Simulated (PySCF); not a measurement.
Computed IR spectrum (relative IR intensity) of a molecule C4H4N2. Geometry optimised at PBE0-D3(BJ)/def2-SVP. Other conformers were not sampled. Calculation: PBE0-D3(BJ)/def2-SVP in PySCF. No scaling factor is applied to the harmonic values.

Lines under 2 % of the strongest are left out, and lines within 2 cm⁻¹ are merged.

```tsv
ν (cm⁻¹)	relative intensity
350	3.4
631	14
700	5.4
743	43
834	2.6
1029	8.2
1098	4.4
1244	13
1460	61
1506	10
1660	100
1668	71
3178	18
3181	20
3189	14
3238	3.1
```

### Question
Identify the compound among the candidates.
A) C=C1N=CC=N1
B) C=C/C=N/C#N
C) c1cncnc1
D) c1cnccn1

### Answer
C, c1cncnc1
